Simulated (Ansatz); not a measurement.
Au2F2⁻, relaxed as a doublet with UKS r2SCAN-D4/def2-TZVPD in Ansatz, starting from the GFN1-xTB geometry. Force threshold 0.02 eV/Å.

In the def2 sets Au takes a core potential; there is no spin–orbit coupling. The structure comes from a short search, and lower isomers may exist.

Start:

```tsv
atom	x (Å)	y (Å)	z (Å)
Au1	-0.371	0.011	-1.161
Au2	0.369	-0.006	1.163
F3	-1.002	0.018	-3.146
F4	1.004	-0.023	3.144
```

(1) Estimate the energy that the relaxation releases and the steps that it takes.

(2) Does the start keep its bonding and symmetry?

(3) Predict the relaxed structure.

Answers

(1) 8.3 kcal/mol, in 6 steps; 4.8 min on 4 threads of Intel Xeon on a shared host. No frequencies were taken in this run, so the end may be a saddle point.

(2) By distances, no bond broke or formed. The bond that changes most is Au1–F3, from 2.08 to 2.01 Å (atoms count from 1). Point group D∞h at the start, C2h at the end, both within 0.05 Å.

(3) 
Cartesian coordinates in Å:
```
Au -0.2823 0.2405 -1.1890
Au 0.2842 -0.2405 1.1883
F -1.0072 -0.0676 -3.0418
F 1.0053 0.0676 3.0424
```
Bond lengths (bridged metal pairs left out): 2 × Au–F 2.01 Å; 1 × Au–Au 2.49 Å.
